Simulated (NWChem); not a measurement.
# BH2Br; SMILES BBr

```xyz
4

B      0.0000     0.0000    -1.5564
H      0.0000     1.0696    -2.1229
H      0.0000    -1.0696    -2.1229
Br     0.0000     0.0000     0.3436
```
Atoms are numbered in this order, from 1.

Results from NWChem. The geometry was optimised at PBE-D3(BJ)/def2-SVP. Total energies compare along this basis series because the functional is fixed.

```
level              basis functions  energy (Ha)  highest occupied level (eV)  orbital gap (eV)  dipole (D)
-----------------  ---------------  -----------  ---------------------------  ----------------  ----------
B3LYP/pcseg-1                   51   -2599.9521                        -7.94              5.76        0.48
B3LYP/aug-pcseg-1               77   -2599.9550                        -8.02              5.73        0.59
B3LYP/pcseg-2                  101   -2600.3079                        -8.00              5.74        0.54
B3LYP/STO-3G                    25   -2571.7477                        -5.38              6.22        0.21
B3LYP/def2-SVP                  56   -2599.9161                        -7.82              5.73        0.36
```
